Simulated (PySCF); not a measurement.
CrI: energy against distance

Set-up: PySCF, spin-free X2C with a Gaussian nucleus, basis sets Cr x2c-TZVPPall, I x2c-TZVPPall. Energies in eV from Cr (3d5 4s1) + I in their ground configurations at the same level. State: ⁶Σ⁺ (sextet), unpaired electrons σ ↑, π ↑↑, δ ↑↑.

All columns are PBE. A positive dipole means Cr(−)I(+).

```json
{"R (Å)": "2.193", "E (eV)": "-2.136", "μ (D)": "-3.20", "Mulliken charge on Cr (basis-dependent)": "0.12", "HOMO (eV)": "-4.39", "LUMO (eV)": "-3.10", "Mayer bond order": "1.60", "⟨S²⟩": "8.77"}
{"R (Å)": "2.295", "E (eV)": "-2.596", "μ (D)": "-3.52", "Mulliken charge on Cr (basis-dependent)": "0.15", "HOMO (eV)": "-4.50", "LUMO (eV)": "-3.27", "Mayer bond order": "1.49", "⟨S²⟩": "8.78"}
{"R (Å)": "2.397", "E (eV)": "-2.835", "μ (D)": "-3.85", "Mulliken charge on Cr (basis-dependent)": "0.19", "HOMO (eV)": "-4.61", "LUMO (eV)": "-3.44", "Mayer bond order": "1.39", "⟨S²⟩": "8.78"}
{"R (Å)": "2.474", "E (eV)": "-2.912", "μ (D)": "-4.10", "Mulliken charge on Cr (basis-dependent)": "0.22", "HOMO (eV)": "-4.68", "LUMO (eV)": "-3.56", "Mayer bond order": "1.33", "⟨S²⟩": "8.78"}
{"R (Å)": "2.550", "E (eV)": "-2.926", "μ (D)": "-4.36", "Mulliken charge on Cr (basis-dependent)": "0.24", "HOMO (eV)": "-4.75", "LUMO (eV)": "-3.67", "Mayer bond order": "1.27", "⟨S²⟩": "8.79"}
{"R (Å)": "2.627", "E (eV)": "-2.893", "μ (D)": "-4.61", "Mulliken charge on Cr (basis-dependent)": "0.27", "HOMO (eV)": "-4.82", "LUMO (eV)": "-3.79", "Mayer bond order": "1.22", "⟨S²⟩": "8.79"}
{"R (Å)": "2.728", "E (eV)": "-2.798", "μ (D)": "-4.95", "Mulliken charge on Cr (basis-dependent)": "0.29", "HOMO (eV)": "-4.90", "LUMO (eV)": "-3.93", "Mayer bond order": "1.16", "⟨S²⟩": "8.80"}
{"R (Å)": "2.856", "E (eV)": "-2.627", "μ (D)": "-5.35", "Mulliken charge on Cr (basis-dependent)": "0.32", "HOMO (eV)": "-4.99", "LUMO (eV)": "-4.09", "Mayer bond order": "1.09", "⟨S²⟩": "8.81"}
{"R (Å)": "3.009", "E (eV)": "-2.382", "μ (D)": "-5.79", "Mulliken charge on Cr (basis-dependent)": "0.34", "HOMO (eV)": "-5.06", "LUMO (eV)": "-4.26", "Mayer bond order": "1.03", "⟨S²⟩": "8.82"}
{"R (Å)": "3.213", "E (eV)": "-2.040", "μ (D)": "-6.29", "Mulliken charge on Cr (basis-dependent)": "0.36", "HOMO (eV)": "-5.12", "LUMO (eV)": "-4.46", "Mayer bond order": "0.96", "⟨S²⟩": "8.86"}
```

A fit through these points gives, at Re = 2.531 Å, μ = -4.30 D and dμ/dR = -3.36 D/Å; the reduced mass is 36.86 u.

**Question.** How strong is the fundamental in the double-harmonic approximation, I = 42.26·(dμ/dR)²/μred km/mol?

**Answer.** I = 42.26·(-3.36)²/36.86 = 12.9 km/mol at PBE.

The metal atom is held in its measured ground configuration; semilocal functionals can put another filling of s and d lower by some tenths of an eV, and De to that atom would be smaller. These are scalar-relativistic numbers at best; spin–orbit coupling would shift them, the dissociation energy most. With d or f electrons several states lie close, and the lowest PBE0 determinant need not be the measured ground state.
